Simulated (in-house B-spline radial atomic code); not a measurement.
## B97-1 excitations of Zn2+

Method: B97-1. Computed with a B-spline radial code for spherical atoms: linear response of the closed shell [Ar] 3d10 with the functional's adiabatic kernel; scalar-relativistic (spin-free one-electron X2C), finite nucleus, no spin-orbit coupling, no double excitations, S, P, D and F terms only. Only terms of natural parity with L up to 3 were computed.

Command:
```bash
python run_td.py task.json out
```
Settings (radii: box in bohr, nucleus in fm):
```
Z                        30
electrons                28
configuration            [Ar] 3d10
hamiltonian              x2c
method                   b97_1
box_radius               29.48
rms_radius               3.9283
intervals                73
```

Time taken, with all properties: 2.7 s on 1 thread of Intel(R) Xeon(R) Platinum 8259CL CPU @ 2.50GHz (Skylake/Cascade Lake), with other jobs on the host.

The lowest states, in the order of their Tamm-Dancoff energies; the method's threshold (minus the highest occupied level) is 33.20 eV. Labels give the largest channel, * marks a mixed state, and oscillator strengths are full-response dipole values. Semilocal kernels can invert the small singlet-triplet splittings of Rydberg terms. Energies in eV:

```json
{"state": "3d → 4s 3D", "full response": "8.529", "Tamm-Dancoff": "8.549", "oscillator strength": "-"}
{"state": "3d → 4s 1D", "full response": "8.940", "Tamm-Dancoff": "8.949", "oscillator strength": "-"}
{"state": "3d → 4p 3P", "full response": "16.003", "Tamm-Dancoff": "16.024", "oscillator strength": "-"}
{"state": "3d → 4p 3F", "full response": "16.072", "Tamm-Dancoff": "16.087", "oscillator strength": "-"}
{"state": "3d → 4p 1F", "full response": "16.144", "Tamm-Dancoff": "16.147", "oscillator strength": "-"}
{"state": "3d → 4p 1P", "full response": "16.902", "Tamm-Dancoff": "16.977", "oscillator strength": "0.466"}
{"state": "3d → 5s 3D", "full response": "24.079", "Tamm-Dancoff": "24.084", "oscillator strength": "-"}
{"state": "3d → 5s 1D", "full response": "24.244", "Tamm-Dancoff": "24.245", "oscillator strength": "-"}
{"state": "3d → 4d 3S", "full response": "24.310", "Tamm-Dancoff": "24.335", "oscillator strength": "-"}
{"state": "3d → 4d 3D", "full response": "24.758", "Tamm-Dancoff": "24.766", "oscillator strength": "-"}
{"state": "3d → 4d 1D", "full response": "24.995", "Tamm-Dancoff": "25.002", "oscillator strength": "-"}
{"state": "3d → 5p 3P", "full response": "26.094", "Tamm-Dancoff": "26.100", "oscillator strength": "-"}
{"state": "3d → 5p 3F", "full response": "?", "Tamm-Dancoff": "?", "oscillator strength": "-"}
{"state": "3d → 5p 1F", "full response": "26.249", "Tamm-Dancoff": "26.249", "oscillator strength": "-"}
{"state": "3d → 4d 1S", "full response": "26.136", "Tamm-Dancoff": "26.309", "oscillator strength": "-"}
{"state": "3d → 5p 1P", "full response": "?", "Tamm-Dancoff": "?", "oscillator strength": "?"}
```

Question: Where does 3d → 5p 3F lie?

Answer: At 26.159 eV in full response, 26.162 eV in Tamm-Dancoff.

Question: Where does 3d → 5p 1P lie?

Answer: At 26.385 eV in full response, 26.399 eV in Tamm-Dancoff, oscillator strength 0.0415.

Question: How large is the singlet-triplet splitting of 3d → 4s (D terms) in Tamm-Dancoff?

Answer: 0.4 eV, from the unrounded values.

Question: What polarisabilities and dispersion coefficient does the method give?

Answer: Dipole 2.806 bohr³, quadrupole 9.257 bohr⁵, C6 7.516 hartree·bohr⁶ for two such species.
